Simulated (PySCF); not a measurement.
FeH₂O, SMILES [OH][FeH] (connectivity only; charge and spin as stated), neutral, multiplicity 5.

The structure is a stationary point at B3LYP-D3(BJ)/def2-TZVP. The multiplicity is an assumed one; other spin states were not compared.

Two levels are set side by side: PBE/def2-TZVPD (PySCF) and M06-2X/def2-TZVPD (PySCF). Same geometry, gas phase. Differences are taken from unrounded values.

```json
[
 {"quantity": "α-spin orbital gap (eV)", "PBE": "5.54"},
 {"quantity": "β-spin orbital gap (eV)", "PBE": "0.56"},
 {"quantity": "dipole moment (D)", "PBE": "1.41"},
 {"quantity": "mean polarisability (bohr³)", "PBE": "40.6"}
]
```

These are the PBE values. What does M06-2X give? (The exact figures need the calculation; the answer reports its results.)


```
quantity                     M06-2X  PBE minus M06-2X
---------------------------  ------  ----------------
α-spin orbital gap (eV)        9.14             -3.60
β-spin orbital gap (eV)        7.47             -6.91
dipole moment (D)              0.94              0.47
mean polarisability (bohr³)    32.4               8.2
```

PBE's more diffuse valence density responds more strongly to a field. Differences between two approximate levels are no errors against the true value.

Rough cost on one machine, each run with all the roots and properties that it gave: M06-2X against PBE about 2 times.
